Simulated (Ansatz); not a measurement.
Mulliken charges of CH₃B₂Br, SMILES `BrB1BC1` from B3LYP/def2-TZVPP in Ansatz (PBE0-D4/def2-TZVP geometry).

```json
{"atom": "Br1", "x (Å)": "-2.236", "y (Å)": "-1.454", "z (Å)": "-0.104", "charge (e)": "-0.046"}
{"atom": "B2", "x (Å)": "-0.488", "y (Å)": "-0.711", "z (Å)": "-0.135", "charge (e)": "0.071"}
{"atom": "B3", "x (Å)": "1.013", "y (Å)": "-0.427", "z (Å)": "-0.260", "charge (e)": "-0.246"}
{"atom": "C4", "x (Å)": "0.183", "y (Å)": "0.710", "z (Å)": "0.171", "charge (e)": "-0.159"}
{"atom": "H5", "x (Å)": "2.167", "y (Å)": "-0.570", "z (Å)": "-0.455", "charge (e)": "0.073"}
{"atom": "H6", "x (Å)": "0.363", "y (Å)": "1.749", "z (Å)": "0.439", "charge (e)": "0.158"}
{"atom": "H7", "x (Å)": "-0.940", "y (Å)": "0.635", "z (Å)": "0.299", "charge (e)": "0.149"}
```

Task: By hand: the dipole of these point charges (1 e Å = 4.8032 D).

Result: Σ q r = (-0.135, 0.338, 0.113) e Å, of length 0.381 e Å = 1.83 D.

Task: How does the dipole of the full density compare? (An estimate is asked.)

Result: Computed: (-0.118, 0.356, 0.115) e Å, 1.88 D; the point charges give 0.97 times that, at 3° from its direction.

Point charges leave out the atoms' own dipoles, such as those of lone pairs, and Mulliken's split depends on the basis, so the close match here is no proof of good charges.

B3LYP here is the variant with VWN-RPA as its local correlation; programs differ in this.
